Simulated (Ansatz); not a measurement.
CH5BrFGaOSi (`FC([SiH3])[O][GaH][Br]`), one more setting.

```yaml
crystal:
  periodic: [false, false, false]
  atoms:
    - {symbol: F, position_ang: [-1.247043, -0.418514, 0.520402]}
    - {symbol: C, position_ang: [0.044092, -0.826394, -0.147645]}
    - {symbol: Si, position_ang: [1.452884, -0.286158, 1.036582]}
    - {symbol: O, position_ang: [0.019179, -0.181089, -1.325392]}
    - {symbol: Ga, position_ang: [-1.543781, 0.808853, -1.246195]}
    - {symbol: Br, position_ang: [-1.216280, 2.958587, -0.546342]}
    - {symbol: H, position_ang: [-0.090665, -1.912668, -0.243090]}
    - {symbol: H, position_ang: [1.375177, 1.183150, 1.202112]}
    - {symbol: H, position_ang: [2.728418, -0.686418, 0.392574]}
    - {symbol: H, position_ang: [1.301493, -0.985564, 2.337755]}
    - {symbol: H, position_ang: [-2.823475, 0.346203, -1.980762]}
basis:
  gaussian: {orbitals: def2-TZVPPP}
hamiltonian: {xc: {name: B2GP-PLYP}}
scf: {lower_state_search: light}
output: {forces: true}
```

```sh
$ ansatz run in.yaml --threads 2 --pin off --events-out ev --progress --plain --max-ram 22528MiB --backend cpu
```

Shortened log:

```
Error: <dir> can't be read: No such file or directory (os error 2)
```
